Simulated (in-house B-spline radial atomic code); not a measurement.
**TDHF excitations of the manganese ion Mn⁷⁺**

Method: TDHF. Computed with a B-spline radial code for spherical atoms: linear response of the closed shell [Ne] 3s2 3p6 with bare exchange (time-dependent Hartree-Fock); non-relativistic, point nucleus, no spin-orbit coupling, no double excitations, S, P, D and F terms only. Only terms of natural parity with L up to 3 were computed.

Command:
```bash
python run_td.py task.json out
```
Settings (radii: box in bohr, nucleus in fm):
```
Z                        25
electrons                18
configuration            [Ne] 3s2 3p6
hamiltonian              nr
method                   hf
box_radius               12.81
intervals                51
```

Time taken, with all properties: 0.6 s on 1 thread of Intel(R) Xeon(R) Platinum 8375C CPU @ 2.90GHz (Ice Lake) (shared host).

The lowest states, in the order of their Tamm-Dancoff energies; the method's threshold (minus the highest occupied level) is 195.49 eV. Labels give the largest channel, * marks a mixed state, and oscillator strengths are full-response dipole values. Energies in eV:

```
     state  full response  Tamm-Dancoff  oscillator strength
3p → 3d 3P              ?             ?                    -
3p → 3d 3F          46.67         47.37                    -
3p → 3d 1F          51.62         51.74                    -
3p → 3d 1P          65.60         68.52                 3.09
3s → 3d 3D          86.63         86.73                    -
3s → 3d 1D          92.73         92.88                    -
3p → 4s 3P              ?             ?                    -
3p → 4s 1P         101.67        101.71                0.341
3p → 4p 3S         108.24        108.30                    -
3p → 4p 3D         110.71        110.74                    -
```

Q: Where does 3p → 4s 3P lie?

A: At 100.32 eV in full response, 100.35 eV in Tamm-Dancoff.

Q: Where does 3p → 3d 3P lie?

A: At 45.33 eV in full response, 45.55 eV in Tamm-Dancoff.

Q: How large is the singlet-triplet splitting of 3p → 3d (F terms) in Tamm-Dancoff?

A: 4.37 eV, from the unrounded values.

Q: What polarisabilities and dispersion coefficient does the method give?

A: Dipole 0.6336 bohr³, quadrupole 0.4565 bohr⁵, C6 0.8396 hartree·bohr⁶ for two such species.
